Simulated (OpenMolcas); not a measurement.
Os3+ among 6 point charges of -1 e arranged as a tetragonal octahedron (D4h), 1.84 Å from the ion, with the axial distance 1.969 Å.

- Program: OpenMolcas 26.06
- Method: SS-CASPT2, IPEA 0.25 Eh, imaginary shift 0.1 Eh (closed shells correlated: 5s 5p)
- Basis: ANO-RCC-VDZP [7s6p4d2f1g]
- Scalar Hamiltonian: DKH2, point nucleus
- Active space: 5 electrons in 5 orbitals (5d)
- State averaging: 2S+1 = 6 even, 1 root; 2S+1 = 4 even, 24 roots; 2S+1 = 2 even, 75 roots
- Spin-orbit coupling: state interaction with AMFI integrals over the reference wave functions

Task: What is the spin-free ground state (labels of D4, the rotations of D4h)?

Result: 6A1, 1-fold in its orbital part, 100 % from free-ion S terms; it has the highest spin that d5 allows.

Task: What are the lowest two levels with spin-orbit coupling?

Result: A 2-fold level E3/2 with g = 2.51, 2.51, 4.22, then a 2-fold level E1/2 160 cm-1 above it. Their leading multiplicities are 6 (79 %) and 6 (82 %).

Task: What is χT at 300 K?

Result: 3.68 cm3 K/mol.

This shell can be high or low spin here, a state of another spin lies low, and with metal d orbitals alone active their balance is uncertain, so the ground spin may be wrong. Point charges give a weaker field than real ligands, and real ions of this kind are as a rule low spin; the high spin found here belongs to the model. Free-ion shares, where given, are those of the reference states; single-state CASPT2 does not remix them. This is an electrostatic model: the charges have no orbitals. No measured value stands beside these numbers.
